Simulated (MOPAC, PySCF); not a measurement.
CH₅ClOSSi, SMILES `C[S@@](=O)[SiH2]Cl` (O–S–Si–Cl torsion 174°), neutral singlet in the gas phase. 

Cartesian coordinates (Å):
```xyz
10

C      1.4810     0.1666     0.2360
S      0.3732    -0.9595    -0.6406
O      0.1351    -2.1545     0.2344
Si    -1.4863     0.1609    -0.2584
Cl    -1.4643     2.0163    -1.1348
H      2.4655    -0.3027     0.2376
H      1.5226     1.1151    -0.3038
H      1.1365     0.3100     1.2610
H     -2.5724    -0.6519    -0.8424
H     -1.5909     0.2997     1.2109
```
Charge 0, spin multiplicity 1.

All levels are single points at this geometry (PBE0-D4/def2-TZVP); Pople sets use spherical d functions. Orbital energies aren't observables, and empty levels follow the basis.

PM3 in MOPAC gives HOMO (eV) = -9.01.

Problem. Estimate the HOMO (eV) from each of these levels: PBE0-D4/def2-TZVP in PySCF; B3LYP/3-21G in PySCF; B3LYP/6-311+G** in PySCF; M06-2X/6-31G* in PySCF; SVWN5/6-31G* in PySCF; HF/3-21G in PySCF; AM1 in MOPAC; PM7 in MOPAC.

Solution. 
| level | HOMO (eV) |
|---|---|
| PBE0-D4/def2-TZVP in PySCF | -6.78 |
| B3LYP/3-21G in PySCF | -5.85 |
| B3LYP/6-311+G** in PySCF | -6.64 |
| M06-2X/6-31G* in PySCF | -7.81 |
| SVWN5/6-31G* in PySCF | -5.27 |
| HF/3-21G in PySCF | -9.56 |
| AM1 in MOPAC | -9.93 |
| PM7 in MOPAC | -9.03 |
